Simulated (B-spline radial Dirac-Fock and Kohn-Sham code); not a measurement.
# How the settings move the core levels of Sc

ΔSCF core binding energies without Breit or QED terms, calculated with a radial finite-basis atomic code. Keys: rel is the Hamiltonian (dirac, or spin-free x2c and nr, where L3 and M5 stand for the whole 2p and 3d shells), method is hf or an exchange,correlation pair (spin-unpolarised, also for the hole states), nuc the nuclear model, radius_factor scales its radius, rmax is the box in bohr, h the logarithmic mesh step, order the B-spline order, points the quadrature points per cell, c_factor scales the speed of light, and damp, ndamp, maxit and tol steer the iteration. The run stops when the commutator error falls below 10·tol·max(1, Z/10), or the numerical noise floor, and the energy has settled to about 1e-8 Ha; the virial ratio is −V/T.

Base input:

```json
{"items": [{"Z": 21, "q": 0, "cfg": [[1, 0, 2], [2, 0, 2], [2, 1, 6], [3, 0, 2], [3, 1, 6], [3, 2, 1], [4, 0, 2]], "A": 45, "rrms": 3.5459, "do": "settings", "holes": ["K", "L3", "M5"],
  "settings": [{"rel": "dirac", "method": "hf", "nuc": "fermi", "radius_factor": 1.0, "rmax": 45.0, "h": 0.3, "order": 8, "points": 10, "c_factor": 1.0, "maxit": 60, "damp": 0.5, "ndamp": 3, "tol": 1e-08}]}]}
```

The ground state converged in 11 iterations, with total energy -763.37874 Ha, virial ratio 1.99044 and highest orbital energy -5.75 eV. ΔSCF binding energies: K (1s) 4505.6 eV, L3 (2p3/2) 410.7 eV. Holes are computed only in closed shells, and unreliable hole states are left out.

Changes from the base run:

```csv
changed setting,Δ total energy (Ha),Δ K (eV),Δ L3 (eV),iterations
"method = "pbe,pbe"",-0.68248,+13.41,-0.22,10
h = 0.4,+0.00008,0.00,0.00,12
radius_factor = 0.8,-0.00051,+0.01,0.00,11
tol = 0.0001,0.00000,0.00,0.00,9
nuc = "sphere"; rmax = 80.0; c_factor = 0.9,?,?,?,?
order = 9,0.00000,0.00,0.00,11
rmax = 30.0,0.00000,0.00,0.00,11
rmax = 80.0,0.00000,0.00,0.00,11
nuc = "sphere",0.00000,0.00,0.00,11
nuc = "sphere"; h = 0.22; tol = 0.0001,0.00000,0.00,0.00,9
radius_factor = 2.0,+0.00422,-0.05,0.00,11
rel = "x2c"; c_factor = 100.0; tol = 0.0001,+3.64384,-26.40,+1.14,9
rel = "x2c"; h = 0.4; order = 7,+0.08662,-1.68,+1.50,12
damp = 0.8,0.00000,0.00,0.00,12
```

Q: What does the change nuc = "sphere"; rmax = 80.0; c_factor = 0.9 do?

A: The total energy moves by -0.86698 Ha and the binding energies by K +6.28 eV, L3 -0.27 eV; the run takes 11 iterations.
